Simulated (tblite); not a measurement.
C4H14Si2.
Z-matrix (Å and degrees, GFN2-xTB geometry), rows numbered from 1:
```
C 
C   1  1.5242
Si  2  1.9108  1  113.41
C   3  1.8999  2  108.57  1  -179.65
C   3  1.9059  2  110.25  1    59.47
Si  5  1.8982  3  115.92  2   176.57
H   1  1.0892  2  111.08  3   178.59
H   1  1.0875  2  110.68  3   -61.32
H   1  1.0876  2  110.54  3    58.40
H   2  1.0919  1  108.80  3   122.81
H   2  1.0913  1  108.76  3  -121.95
H   3  1.4756  2  108.82  1   -60.54
H   4  1.0861  3  111.58  2   -64.25
H   4  1.0848  3  110.78  2   175.91
H   4  1.0855  3  111.47  2    55.98
H   5  1.0910  3  109.09  2    53.67
H   5  1.0903  3  108.59  2   -61.23
H   6  1.4647  5  110.29  3   -65.60
H   6  1.4678  5  109.48  3   175.14
H   6  1.4641  5  110.05  3    55.29
```

Computed values, GFN2-xTB/tblite, gas phase, harmonic and unscaled. The method is semi-empirical: single wavenumbers can be off by several per cent or more. Modes of hydrogen on silicon can be 10 to 20 % off. One conformer, not necessarily the lowest.

Harmonic wavenumbers (cm⁻¹): 34.6, 52.1, 101.6, 106.8, 119.4, 144.4, 187.0, 206.6, 246.9, 296.9, 489.9, 507.7, 607.2, 625.8, 644.6, 698.0, 713.0, 733.1, 760.9, 789.8, 791.5, 803.1, 809.4, 830.7, 845.9, 979.3, 1020.0, 1024.6, 1079.6, 1139.5, 1245.0, 1294.0, 1374.6, 1418.1, 1454.7, 1486.6, 1490.8, 1494.1, 1513.3, 1515.4, 2155.7, 2223.7, 2248.5, 2255.3, 2962.6, 2966.9, 2979.0, 2980.1, 3008.8, 3028.8, 3035.4, 3037.3, 3045.2, 3052.7.

A = 3199, B = 1145, C = 903.7 MHz; mass 118.063 u (most abundant isotopes); point group C1, symmetry number 1.

Question: What is the zero-point energy?

Answer: ½Σν̃ = 35328 cm⁻¹ = 422.62 kJ/mol.

Question: What is S at 200 K and 1 bar for an ideal gas of classical rigid rotors and harmonic oscillators?

Answer: Translation 160.06, rotation 116.21, vibration 102.67: S = 378.9 J/(mol K).

Question: And Cp and H(200 K) − H(0)?

Answer: Cp = 130.97 J/(mol K), of which vibrations give 97.71 (their classical limit is 54 R = 449.0); H(200 K) − H(0) = 17.30 kJ/mol without the zero-point energy, 10.65 from vibrations.

Question: Which modes carry the vibrational entropy at 200 K?

Answer: 34.6 cm⁻¹: 19.90; 52.1 cm⁻¹: 16.52; 101.6 cm⁻¹: 11.10; 106.8 cm⁻¹: 10.71; 119.4 cm⁻¹: 9.83; 144.4 cm⁻¹: 8.36 J/(mol K); the other 48 give 26.25 together.

Question: How do the functions run with temperature in this model?

Answer: 
```csv
T (K),S (J/(mol K)),Cp (J/(mol K)),H − H(0) (kJ/mol),G − H(0) (kJ/mol),ln q(vib)
150,344.4,110.2,11.28,-40.39,4.31
250,410.6,153.4,24.40,-78.23,7.52
298.15,439.4,174.9,32.31,-98.70,8.99
400,496.8,216.9,52.32,-146.42,12.03
600,597.6,280.5,102.43,-256.11,17.72
900,724.4,344.3,196.88,-455.04,25.57
```

q(vib) and H(0) count from the zero-point level.

Question: Blend soft modes into free rotors: weight 1/[1 + (100 cm⁻¹/ν̃)⁴] for the oscillator and the rest for a rotor with moment μB/(μ + B), μ = h/(8π²ν), B = 10⁻⁴⁴ kg m². What vibrational entropy results?

Answer: 93.78 J/(mol K) in place of 102.67, which changes −T·S at 200 K by +1.78 kJ/mol.

Question: What must be added to the electronic energy to get the Gibbs energy at 200 K and 1 bar?

Answer: ZPE + [H(200 K) − H(0)] − T·S = 422.62 + 17.30 − 75.79 = 364.13 kJ/mol.

Hindered rotation and anharmonicity are outside this model. Other conformers, if any are populated, would add a mixing term that is left out. The structure is chiral; the term R ln 2 for an equal mix with its mirror image is left out.

On one thread of an Arm Neoverse V2, shared host with 96 logical CPUs at a one-minute load of 31, this took 0.62 s wall. This covers the Hessian and the dipole derivatives.
